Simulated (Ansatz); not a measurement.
Two isomers of C3H8AlN: A = `C/C=[C](\N)[AlH2]`, B = `C[N]1C[CH2][AlH]1`.

Program: Ansatz. Geometries: PBE0-D4/def2-TZVP. ΔE: electronic, gas phase. CCSD(T)/CBS is the MP2 limit (def2-TZVPP, def2-QZVPP) plus CCSD(T) − MP2 in def2-TZVPP, frozen cores. Functionals use def2-TZVPP. B3LYP here is the variant with VWN-RPA as its local correlation; programs differ in this. One conformer a species, not always the lowest.

A:

Z-matrix (Å, degrees):
```
C
C 1 1.495
H 1 1.090 2 111.9
H 1 1.098 2 111.7 3 120.3
H 1 1.097 2 111.4 3 -120.6
C 2 1.352 1 124.0 3 -177.4
H 2 1.085 1 117.8 3 3.5
Al 6 1.937 2 113.8 1 179.7
N 6 1.385 2 121.7 1 -2.4
H 8 1.585 6 117.7 2 3.3
H 8 1.593 6 120.6 2 -175.6
H 9 1.005 6 117.2 2 160.8
H 9 1.009 6 117.7 2 20.4
```

B:

```xyz
13

C     1.244    0.670   -1.272
N     0.314   -0.079   -0.491
C    -0.240    0.553    0.714
C    -1.189   -0.522    1.297
Al   -0.599   -1.572   -0.246
H     0.804    1.605   -1.650
H     1.575    0.088   -2.134
H     2.137    0.948   -0.693
H     0.559    0.822    1.421
H    -0.776    1.480    0.462
H    -0.897   -0.855    2.294
H    -2.229   -0.198    1.339
H    -0.703   -2.939   -1.040
```

(1) Which isomer does CCSD(T)/CBS put lower? Give the gap. (Best estimate.)

(2) Give E(B) − E(A) in kJ/mol with ωB97M-V, r2SCAN-D4, CCSD(T)/def2-TZVPP, B3LYP-D4, CCSD/def2-TZVPP, PBE0-D4, B2PLYP. (Best estimate.)

Largest T1 diagnostic: 0.013.

Results:

(1) Ansatz gave: B, by 71.7 kJ/mol.

(2) Computed: ωB97M-V -72.9, r2SCAN-D4 -71.8, CCSD(T)/def2-TZVPP -74.5, B3LYP-D4 -61.1, CCSD/def2-TZVPP -75.3, PBE0-D4 -76.2, B2PLYP -68.0. None reverses the order clearly.

From PBE to PBE0 (25 % exact exchange), in def2-TZVPP and without D4, E(B) − E(A) moves by −6.6 kJ/mol. In def2-TZVPP, CCSD(T) changes the Hartree–Fock value by −20.4 kJ/mol (the triples alone add +0.7 kJ/mol) and MP2 by −27.2 kJ/mol.
